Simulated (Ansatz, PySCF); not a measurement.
## Tl2(OH)2(H2O)2 in two programs

Tl2(OH)2(H2O)2 (singlet; a saddle point, relaxed within its symmetry), relaxed with PySCF 2.14.0, RKS PBE0, Tl def2-SVP with ECP60, O def2-SVP, H def2-SVP; non-relativistic Hamiltonian with scalar-relativistic core potentials where named; density fitting; no spin-orbit coupling:

```xyz
12

Tl    0.0000    1.4495    1.1959
Tl    0.0000   -1.4495   -1.1959
O     1.3634    0.0000    0.0000
H     2.3262    0.0000    0.0000
O    -1.3634    0.0000    0.0000
H    -2.3262    0.0000    0.0000
O     0.0000   -0.3185    3.5646
H     0.7578    0.0709    4.0157
H    -0.7578    0.0709    4.0157
O     0.0000    0.3185   -3.5646
H     0.7578   -0.0709   -4.0157
H    -0.7578   -0.0709   -4.0157
```

There the HOMO–LUMO gap is 5.38 eV. 

The same geometry by Ansatz 0.2.0 (PBE, PAW, a periodic box with 9 Å of vacuum):

```tsv
spin-orbit coupling	gap (eV)	largest force component (eV/Å)
without	3.38	0.36
```

Task: What does the run with spin-orbit coupling give?

Result: gap (eV): 3.36, largest force component (eV/Å): 0.33. It took 44 s on 4 threads of AMD EPYC 7R43 64-Core Processor (Zen 3), with other jobs on the host, peak memory 3.7 GiB.

The spin-orbit runs use fully relativistic datasets of their own, so changes of a few hundredths of an eV needn't come from the coupling.

The two programs differ in functional, so their gaps don't test each other.
